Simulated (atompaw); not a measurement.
**An all-electron radial function and its pseudo partner (H)**

Columns: radius, all-electron u(r) and pseudo u(r) of the 1s shell (level -6.35 eV) of hydrogen in the configuration 1s1; LDA (PW92), non-relativistic, PAW (atompaw) scheme, atompaw 4.2.0.5.

| r (bohr) | all-electron | pseudo |
| --- | --- | --- |
| 0.067 | 0.1160 | 0.0684 |
| 0.135 | 0.2184 | 0.1371 |
| 0.202 | 0.3056 | 0.2030 |
| 0.269 | 0.3806 | 0.2666 |
| 0.337 | 0.4456 | 0.3280 |
| 0.404 | 0.4998 | 0.3847 |
| 0.471 | 0.5453 | 0.4372 |
| 0.538 | 0.5830 | 0.4849 |
| 0.606 | 0.6143 | 0.5282 |
| 0.673 | 0.6391 | 0.5656 |
| 0.740 | 0.6584 | 0.5975 |
| 0.808 | 0.6732 | 0.6244 |
| 0.875 | 0.6835 | 0.6456 |
| 0.942 | 0.6902 | 0.6617 |
| 1.010 | 0.6936 | 0.6732 |
| 1.077 | 0.6941 | 0.6801 |
| 1.144 | 0.6922 | 0.6830 |
| 1.212 | 0.6880 | 0.6824 |
| 1.279 | 0.6820 | 0.6789 |
| 1.346 | 0.6744 | 0.6728 |
| 1.413 | 0.6654 | 0.6647 |
| 1.481 | 0.6550 | 0.6548 |
| 1.548 | 0.6438 | 0.6437 |
| 1.615 | 0.6318 | 0.6317 |
| 1.683 | 0.6188 | 0.6188 |
| 1.750 | 0.6055 | 0.6055 |

(1) How many radial nodes do the two functions have?

(2) Where does each function peak?

(3) Is the pseudo-wave norm-conserving?

## Answers

(1) The all-electron 1s function has n − l − 1 = 0; the pseudo-wave has 0.

(2) Outermost all-electron maximum near 1.08 bohr, pseudo maximum near 1.14 bohr (to the table’s step).

(3) No, it belongs to a PAW set: the norm inside the radius is not constrained, and the difference is carried by the augmentation charge.
